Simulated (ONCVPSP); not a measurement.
# Pseudopotential generation for Si: ONCV, BLYP, scalar-relativistic.

Si, optimised norm-conserving Vanderbilt (ONCV), made with ONCVPSP 4.0.1 (BLYP, scalar-relativistic). Core [He], reference 2s2 2p6 3s2 3p1.5 (charge +0.5). Waves: 2s+3s: rc 0.95 bohr, ncon 4, nbas 7, qcut 13.2 1/bohr, 2 projectors; 2p+3p: rc 1.05 bohr, ncon 4, nbas 8, qcut 12.4 1/bohr, 2 projectors; d scattering state at 0.15 Ha: rc 0.95 bohr, ncon 5, nbas 8, qcut 9 1/bohr, 1 projector. Local part: polynomial inside 0.90 bohr (lpopt 5, dvloc0 0 Ha). Core correction: polynomial model core, fcfact 0.7.

All-electron outer shells of the reference configuration (BLYP, scalar-relativistic, ld1.x):

| shell | level (eV) | outermost node (bohr) | outermost maximum (bohr) |
| --- | --- | --- | --- |
| 1s | -1791.70 | – | 0.07 |
| 2s | -143.72 | 0.15 | 0.45 |
| 2p | -99.99 | – | 0.39 |
| 3s | -14.59 | 0.72 | 1.75 |
| 3p | -7.52 | 0.71 | 2.09 |

(1) Estimate the cutoffs (Ha) at which the residual kinetic energy of the hardest occupied pseudo-wave falls to 1 and 0.1 mHa per electron.

(2) What does a ghost test show?

(3) Tests: 2s2 2p6 3s2 3p2; 2s2 2p6 3s2 3p1; 2s2 2p6 3s2 3p0; 2s2 2p6 3s0 3p0. Which has the largest error in its energy relative to the reference configuration, and how large is it?

Results:

(1) 67 Ha and 76 Ha.

(2) No bound ghost flagged; no localised positive-energy state flagged.

(3) 2s2 2p6 3s0 3p0, with -11 meV (all-electron minus pseudo) on +100.10 eV.
